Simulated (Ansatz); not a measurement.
A nudged elastic band was laid between two geometries of AlH3OS2 (7 atoms, charge 0, multiplicity 1).

The calculation used Ansatz, RKS r2SCANh-D4/def2-SVP.

| Item | Value |
| --- | --- |
| movable images | 9 |
| climbing image | yes |
| spring | 5.0 eV/Å² |
| optimiser | quadratic models (default) |
| start path | through a guess of the saddle point |
| force threshold | 0.03 eV/Å |
| iteration limit | 60 |
| end points | relaxed |

First end point:

```xyz
7
Properties=species:S:1:pos:R:3
O -1.981 0.194 0.458
Al -0.336 0.028 0.125
S 0.965 0.003 1.871
S 0.376 -0.145 -1.935
H -2.743 0.237 -0.118
H 2.098 -0.155 1.156
H 1.681 -0.232 -1.603
```

Last end point:

```xyz
7
Properties=species:S:1:pos:R:3
O -1.748 0.159 0.272
Al -0.068 0.012 0.249
S 0.930 0.017 2.179
S 1.137 -0.177 -1.566
H -2.418 0.197 -0.407
H 2.153 -0.132 1.627
H 0.075 -0.143 -2.399
```

Problem. Which bonds break or form, and what moves?

Solution. No bond is made or broken.

Problem. Give the energies along the band, and the barrier.

Solution. The forces met the threshold. The highest image is number 5 of 0 to 10, 0.100 eV above the first end and 0.098 eV above the last; the last end lies 0.002 eV above the first. A vibrational analysis at the climbing image gives one clearly imaginary mode, 187i cm⁻¹: a first-order saddle point.

| image | path coordinate (Å) | energy (eV) |
| --- | --- | --- |
| 0 | 0.00 | 0.000 |
| 1 | 0.33 | 0.004 |
| 2 | 0.65 | 0.023 |
| 3 | 0.98 | 0.056 |
| 4 | 1.31 | 0.088 |
| 5 | 1.63 | 0.100 |
| 6 | 1.95 | 0.089 |
| 7 | 2.26 | 0.060 |
| 8 | 2.58 | 0.028 |
| 9 | 2.89 | 0.007 |
| 10 | 3.21 | 0.002 |

Problem. What is the geometry of the highest image?

Solution. 
```xyz
7
Properties=species:S:1:pos:R:3
O -1.855 0.115 0.456
Al -0.203 -0.140 0.194
S 1.018 -0.037 1.987
S 0.668 -0.546 -1.788
H -2.557 0.074 -0.194
H 2.154 -0.309 1.311
H 0.837 0.776 -2.012
```

Problem. What are the harmonic wavenumbers there?

Solution. 187i, 136, 193, 205, 281, 360, 398, 517, 569, 605, 680, 903, 2708, 2724, 3991 cm⁻¹.

Time of the run: 4.1 min on 2 threads of Intel(R) Xeon(R) 6975P-C (Granite Rapids), on a shared host, peak memory 0.21 GiB.
